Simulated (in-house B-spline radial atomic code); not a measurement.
## RPA and G0W0 on TPSS: Kr3+

Configuration [Ar] 3d10 4s2 4p3, highest spin, mean-field start TPSS. Computed with an all-electron radial atomic-structure program (B-spline basis): all electrons, non-relativistic, point nucleus, each spin shell either full or empty, empty states to l = 9 with an (l + 1/2)⁻⁴ tail; G0W0 by contour deformation at full frequency.

Command:
```bash
python run_gw.py task.json out
```
Settings (radii: box in bohr, nucleus in fm):
```
Z                        36
electrons                33
configuration            [Ar] 3d10 4s2 4p3
hamiltonian              nr
method                   tpss,tpss
lmax                     9
spin_polarised           True
box_radius               14.14
intervals                52
```

Cost of the run: 2.1 s on 1 thread of Arm Neoverse V2, with other jobs on the host.

Energies (hartree):

```
                                     term        value
                         mean-field total  -2750.99370
Hartree-Fock functional on these orbitals  -2749.44376
                      direct second order      -2.7789
                    second-order exchange      0.81303
                         SOSEX correction      0.74815
```

(1) What is the RPA correlation energy, and what remains with SOSEX?

Quasi-particle levels (eV):

```
  level  occupied  mean field  Σx - vxc     Σc  QP weight    G0W0
  4p up       yes      -44.85     -6.13      ?          ?       ?
4s down       yes      -55.54     -4.06  -2.46      0.940  -62.07
4p down        no      -40.79      7.62  -2.82      0.941  -35.98
```

G0W0 = mean field + (Σx - vxc) + Σc, with Σc (partial-wave tail included) taken at the quasi-particle energy. Only the outer levels were computed. Levels of low weight are left out.

(2) Where does G0W0 put 4p up?

## Answers

(1) RPA gives -2.4215 hartree (-2 eV per electron); RPA + SOSEX gives -1.6734, and the second-order doubles -1.9659 hartree (no singles). RPA lacks exchange-type terms and so overcorrelates at short range.

(2) At -51.28 eV, with Σc = -0.30 eV and a quasi-particle weight of 0.939. The tabulated removal energy is 50.85 ± 0.11 eV (NIST, measured); the calculation leaves out relativity, Breit and QED terms, and what these don't explain is the method's own error.
